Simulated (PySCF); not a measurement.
# HGa(OH) + O₂ → GaO₂ + H₂O

Level: PBE0 in the def2-TZVP basis family, all electrons, no relativity, computed in PySCF with density fitting; open shells unrestricted.

```json
{"species": "HGa(OH)", "state and structure": "doublet, Cs, Ga–H 1.600 Å, Ga–O 1.798 Å, O–H 0.959 Å; Ga–O–H 115.6°, H–Ga–O 113.8°", "E (Eh)": "-2000.96049", "ZPE (kJ/mol)": "48.3", "H(298 K) − H(0) (kJ/mol)": "11.8", "S° (J/(mol K))": "263.8"}
{"species": "O₂", "state and structure": "triplet, D∞h, O–O 1.193 Å", "E (Eh)": "-150.23561", "ZPE (kJ/mol)": "10.3", "H(298 K) − H(0) (kJ/mol)": "8.7", "S° (J/(mol K))": "204.9"}
{"species": "GaO₂", "state and structure": "doublet, D∞h, Ga–O 1.686 Å (×2)", "E (Eh)": "-2074.86037", "ZPE (kJ/mol)": "9.9", "H(298 K) − H(0) (kJ/mol)": "12.5", "S° (J/(mol K))": "255.3"}
{"species": "H₂O", "state and structure": "singlet, C2v, O–H 0.960 Å (×2); H–O–H 105.1°", "E (Eh)": "-76.37736", "ZPE (kJ/mol)": "56.5", "H(298 K) − H(0) (kJ/mol)": "9.9", "S° (J/(mol K))": "188.7"}
```

Q: What is the electronic reaction energy?

A: At PBE0/def2-TZVP, ΔE = -109.3 kJ/mol from the differences of the total energies times 2625.5, downhill. 

Q: Add zero-point, thermal and entropy terms for 298.15 K and 1 bar.

A: ΔZPE = 7.8 and Δ[H(298) − H(0)] = 1.9 kJ/mol give ΔH° = -99.6 kJ/mol. ΔS° = -24.7 J/(mol K), so ΔG° = -99.6 − 298.15 × (-0.0247) = -92 kJ/mol and log₁₀K = 16.2.

Only the bonding shown was studied: isomers, or loss of a ligand pair, can lie lower.
